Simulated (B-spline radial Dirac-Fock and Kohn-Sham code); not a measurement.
## Auger parameter of niobium: the L3 level and its strongest L3-MM line

Method: multi-electron Dirac-Fock with separately optimised hole states, Breit and Lamb-shift corrections added in first order. Computed with a radial finite-basis atomic code. The modified Auger parameter α′ is the binding energy plus the kinetic energy of the Auger electron; it does not depend on the energy zero. For free ions it tends to fall with charge, since less charge screens the final holes.

```csv
species,configuration,binding 2p3/2 (eV),Auger line,kinetic (eV),α′ (eV)
Nb,[Kr] 4d4 5s1,2376.8,M3M3 J=2,1606.8,3983.6
Nb,[Kr] 4d3 5s1 5p1,2381.9,M3M3 J=2,1600.7,3982.6
Nb,[Kr] 4d3 5s2,2380.7,M3M3 J=2,1601.8,3982.5
Nb⁺,[Kr] 4d4,2384.2,M3M3 J=2,1597.8,3982.0
Nb⁺,[Kr] 4d2 5s2,2393.2,M3M3 J=2,1587.2,3980.4
Nb⁺,[Kr] 4d3 5p1,2389.7,M3M3 J=2,1591.5,3981.2
Nb⁺,[Kr] 4d3 5s1,2388.4,M3M3 J=2,1592.6,3981.1
Nb⁺ (Watson 1.6 Å),[Kr] 4d4,2376.1,M3M3 J=2,1606.6,3982.7
Nb²⁺,[Kr] 4d3,2397.3,M3M3 J=2,1582.5,3979.9
Nb²⁺ (Watson 2.2 Å),[Kr] 4d3,2384.3,M3M3 J=2,1595.6,3979.9
Nb³⁺,[Kr] 4d2,2412.5,M3M3 J=2,1565.8,3978.3
Nb³⁺ (Watson 1.8 Å),[Kr] 4d2,2388.6,M3M3 J=2,1589.8,3978.4
Nb³⁺ (Watson 3 Å),[Kr] 4d2,2398.1,M3M3 J=2,1580.2,3978.3
Nb⁴⁺,[Kr] 4d1,2429.5,M3M3 J=2,1547.8,3977.2
Nb⁴⁺ (Watson 3 Å),[Kr] 4d1,2410.3,M3M3 J=2,1567.0,3977.2
Nb⁵⁺,[Ar] 3d10 4s2 4p6,2448.1,M3M3 J=2,1528.6,3976.6
Nb⁵⁺ (Watson 1.8 Å),[Ar] 3d10 4s2 4p6,2408.1,M3M3 J=2,1568.6,3976.6
Nb⁵⁺ (Watson 2.2 Å),[Ar] 3d10 4s2 4p6,2415.3,M3M3 J=2,1561.3,3976.6
```
